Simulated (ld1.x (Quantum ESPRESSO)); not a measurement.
**Reading a pseudo-wave (Te (Z = 52))**

Columns: radius, all-electron u(r) and pseudo u(r) of the 4d shell (level -41.59 eV) of tellurium in the configuration [Kr] 4d10 5s2 5p4; PBEsol, scalar-relativistic, TM semilocal scheme, ld1.x (Quantum ESPRESSO) 7.5.

```
r (bohr)  all-electron   pseudo
   0.085        0.2762  -0.0065
   0.170        0.5871  -0.0491
   0.255        0.4814  -0.1515
   0.340        0.1192  -0.3164
   0.425       -0.2933  -0.5239
   0.510       -0.6428  -0.7392
   0.595       -0.8908  -0.9249
   0.680       -1.0378  -1.0543
   0.765       -1.1018  -1.1177
   0.850       -1.1048  -1.1210
   0.935       -1.0665  -1.0796
   1.020       -1.0029  -1.0109
   1.105       -0.9253  -0.9288
   1.190       -0.8419  -0.8428
   1.275       -0.7579  -0.7580
   1.360       -0.6768  -0.6768
   1.445       -0.6006  -0.6006
   1.530       -0.5303  -0.5303
   1.615       -0.4665  -0.4665
   1.700       -0.4091  -0.4091
   1.785       -0.3578  -0.3578
   1.870       -0.3123  -0.3123
   1.955       -0.2721  -0.2721
   2.040       -0.2367  -0.2367
   2.125       -0.2057  -0.2057
   2.210       -0.1785  -0.1785
```

Q: How many radial nodes do the two functions have?

A: The all-electron 4d function has n − l − 1 = 1; the pseudo-wave has 0, since the states of the same l below it are removed with the core.

Q: At about which radius was the pseudo-wave matched?

A: 1.40 bohr. The columns agree to 0.0005 from 1.27 bohr on; several derivatives are matched, so the curves merge somewhat inside the radius.

Q: Is the pseudo-wave norm-conserving?

A: Yes: the TM semilocal scheme keeps the norm inside the radius equal to the all-electron one, which fixes the energy derivative of the logarithmic derivative at the level.
